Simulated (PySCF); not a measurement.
Si(H)(F)3, SMILES F[SiH](F)F (HF3Si), PBE0/def2-SVP optimised geometry.

```
5

Si    -0.54    -0.40     0.00
F     -1.03    -1.08    -1.36
F     -1.03     1.12     0.00
F      1.06    -0.40     0.00
H     -1.06    -1.12     1.16
```

Density from PBE0/def2-TZVP (PySCF) at that geometry.

Minimum of the electron density along straight lines between bonded atoms, close to the bond critical point (lines longer than 1.1 times the sum of covalent radii, or with two minima, are not listed):

| bond | length / Å | ρ at the minimum / e bohr⁻³ | ∇²ρ there / e bohr⁻⁵ | position (fraction from the first atom) |
|---|---|---|---|---|
| Si1–F2 | 1.599 | 0.141 | 0.98 | 0.42 |
| Si1–F3 | 1.599 | 0.141 | 0.98 | 0.42 |
| Si1–F4 | 1.599 | 0.141 | 0.98 | 0.42 |
| Si1–H5 | 1.466 | 0.134 | (withheld) | 0.49 |

Q: What belongs in the gaps?

A: 
- Si1–H5, ∇²ρ there / e bohr⁻⁵: 0.12
